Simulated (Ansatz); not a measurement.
Energy profile

The step: Si₂H₆S ([SiH3][SiH2][SH]) + H₂ → Si₂H₆ ([SiH3][SiH3]) + H₂S; bonds formed: Si1–H7, S2–H6; bonds broken: Si1–S2, H6–H7 (atoms numbered as in the saddle structure below).

```
11
angstrom
Si -0.8013 -0.2409 0.2982
S 0.8166 -1.6408 -1.0562
H -1.8388 -0.6372 -0.6945
H -1.6387 -0.0498 1.5323
Si 0.4636 1.6537 -0.1916
H 0.5770 -1.4362 0.6460
H 0.1874 -1.0705 1.4400
H -0.0042 -2.7041 -1.0599
H 0.3461 1.9313 -1.6452
H 0.0100 2.8344 0.5894
H 1.8825 1.3602 0.1415
```

Electronic energies by CCSD(T) at an estimated basis limit (MP2 extrapolated from triple and quadruple zeta, plus CCSD(T) − MP2 in triple zeta), on PBE0-D4/def2-TZVP structures; Si2H8S, closed shell; no counterpoise correction. Ansatz 0.2.0; basis: def2-TZVPP and def2-QZVPP; cores frozen in the correlated methods. Extrapolation: Hartree–Fock as exp(−7.88 √X), correlation as X^−2.97.

Give the profile in kcal/mol, counted from the separated reactants. (To be estimated.)

By the calculation:
```csv
point,kcal/mol
"separated: Si2H6S (linked as [SiH3][SiH2][SH]; Si1, S2, H3, H4, Si5, H8, H9, H10, H11; singlet) + H2 (H6, H7; singlet)",0.00
start structure,-0.64
saddle,57.29
end structure,6.65
"separated: Si2H6 (linked as [SiH3][SiH3]; Si1, H3, H4, Si5, H7, H9, H10, H11; singlet) + H2S (S2, H6, H8; singlet)",8.26
```

T1 diagnostic: at most 0.015.

For scale, one of the runs: CCSD(T)/def2-TZVPP, 238 basis functions, launched by `ansatz run in.yaml --threads 4 --pin off --events-out ev --progress --plain --max-ram 9574MiB`. Time: 63 s of wall clock on 4 CPU threads of an Arm Neoverse V1; the host was shared. Peak host memory: 4 GiB.
